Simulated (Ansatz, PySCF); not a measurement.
C4H8O2, SMILES C[C@]1(O)C[C@@H]1O. Atoms are numbered in the order given.

```xyz
14

C      1.3264    -0.9296     0.4050
C      0.4223     0.0179    -0.3469
O      0.6539     0.0918    -1.7257
C      0.0140     1.3251     0.2674
C     -0.9962     0.2110     0.1046
O     -1.4252    -0.5019     1.2217
H      1.0611    -0.9604     1.4699
H      1.2239    -1.9533     0.0061
H      2.3768    -0.6181     0.2955
H      0.4479    -0.7744    -2.0981
H      0.3675     1.5338     1.2819
H     -0.0585     2.1853    -0.4035
H     -1.7339     0.3297    -0.7021
H     -1.9844     0.0818     1.7469
```

Coordinates come from a ωB97X-D3(BJ)/def2-SVP optimisation. The structure was generated by enumeration; whether it is a known compound was not checked. The values are those of a single conformer.

Two levels are set side by side: PBE-D3(BJ)/def2-SVP (Ansatz, a quantum-chemistry and plane-wave program) and ωB97X-D3(BJ)/def2-SVP (PySCF). Each level has its own optimised geometry; the coordinates shown are those of the second. Frequencies come from the Hessian of PySCF at each geometry. Differences are taken from unrounded values.

| quantity | ωB97X-D3(BJ) |
|---|---|
| mean bond length (Å) | 1.238 |
| bond C1–C2 (Å) | 1.510 |
| bond C2–O3 (Å) | 1.400 |
| bond C2–C4 (Å) | 1.501 |
| bond C2–C5 (Å) | 1.501 |
| bond C4–C5 (Å) | 1.513 |
| bond C5–O6 (Å) | 1.393 |
| bond C1–H7 (Å) | 1.098 |
| bond C1–H8 (Å) | 1.103 |
| bond C1–H9 (Å) | 1.101 |
| bond O3–H10 (Å) | 0.965 |
| bond C4–H11 (Å) | 1.094 |
| bond C4–H12 (Å) | 1.093 |
| bond C5–H13 (Å) | 1.100 |
| bond O6–H14 (Å) | 0.964 |
| highest harmonic wavenumber (cm⁻¹) | 3880 |
| mean harmonic wavenumber (cm⁻¹) | 1457 |
| zero-point energy (kcal/mol) | 74.98 |

Task: What does PBE-D3(BJ) give, and how far is it from ωB97X-D3(BJ)? (The exact figures need the calculation; the answer reports its results.)

Result: 
```csv
quantity,PBE-D3(BJ),PBE-D3(BJ) minus ωB97X-D3(BJ)
mean bond length (Å),1.246,0.008
bond C1–C2 (Å),1.512,0.002
bond C2–O3 (Å),1.406,0.006
bond C2–C4 (Å),1.510,0.009
bond C2–C5 (Å),1.515,0.014
bond C4–C5 (Å),1.522,0.009
bond C5–O6 (Å),1.397,0.004
bond C1–H7 (Å),1.106,0.008
bond C1–H8 (Å),1.112,0.008
bond C1–H9 (Å),1.109,0.008
bond O3–H10 (Å),0.976,0.011
bond C4–H11 (Å),1.101,0.007
bond C4–H12 (Å),1.101,0.007
bond C5–H13 (Å),1.109,0.010
bond O6–H14 (Å),0.975,0.011
highest harmonic wavenumber (cm⁻¹),3687,-193
mean harmonic wavenumber (cm⁻¹),1394,-63
zero-point energy (kcal/mol),71.72,-3.26
```

GGA bonds tend to be longer and softer than those of functionals with exact exchange. Differences between two approximate levels are no errors against the true value.
